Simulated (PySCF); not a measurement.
# C6H13N: full NMR table

```yaml
Formula: C6H13N
SMILES: CCC/C(C)=N\C
Point_group_of_the_computed_structure: C1
Degrees_of_unsaturation: 1
Carbon_signals: 6
Proton_signals: 5
```

Numbering as in the mapped SMILES `[CH3:1][CH2:2][CH2:3]/[C:4]([CH3:5])=[N:6]\[CH3:7]`; H(Xn) means a hydrogen on atom n.

[PySCF 2.14: GFN2-xTB geometry; PBE0/pcSseg-1 with gauge-including orbitals; isolated molecule; equivalent nuclei averaged; no relativistic terms; a single conformation]

Referencing at the same level of theory: 1H (31.72 ppm), 13C (186.93 ppm) against TMS; NH3 for 15N (267.73 ppm).

| carbon | δC, type | δH (multiplicity) | HMBC from (2–3 bonds) | span of the C tensor (ppm) |
| --- | --- | --- | --- | --- |
| C1 | 17.6, CH3 | 1.07 (t) | H(C3), H(C2) | 29 |
| C2 | 23.3, CH2 | 1.37 (m) | H(C3), H(C1) | 21 |
| C3 | 36.8, CH2 | 1.98 (t) | H(C5), H(C2), H(C1) | 44 |
| C4 | 175.9, C | – | H(C7), H(C5), H(C3), H(C2) | 222 |
| C5 | 31.2, CH3 | 2.01 (s) | H(C3) | 59 |
| C7 | 37.9, CH3 | 3.42 (s) | – | 46 |

Other nuclei:
```tsv
atoms	nucleus	environment	δ (ppm)	σ (ppm)
N6	15N	imine nitrogen	356.3	-88.6
```

Carbon types of the structure: 1 × C, 2 × CH2, 3 × CH3, which accounts for all hydrogens. δC 175.9: C=N carbon. δC 37.9: methyl carbon bonded to N; pulled downfield by the heteroatom. δC 36.8, 23.3: sp3 CH2; a saturated carbon with 2 carbon neighbours and no heteroatom attached. δC 31.2, 17.6: methyl carbon; aliphatic region, no heteroatom directly attached. δH 3.42: hydrogen on a methyl carbon bonded to N; its carbon carries N, hence the downfield position.

Shifts are as computed. Against solution values, carbons near 30 ppm lie about +3 ppm off and those near 130 ppm about +5 ppm. Of 1211 compounds with measured shifts, 218 miss one by over three times the rms of a fit or turn the order of signals round; such compounds aren't used in these exercises. Experimental scales use liquid or dissolved standards, which lie at an offset from isolated NH3 (liquid NH3: subtract about 20 ppm). Unscaled 15N shifts of sp2 nitrogen come out 20 to 40 ppm too high even then. Multiplicities follow the n + 1 count of equivalent neighbours, as no J values were calculated; m marks all less simple cases, F and P coupling included.
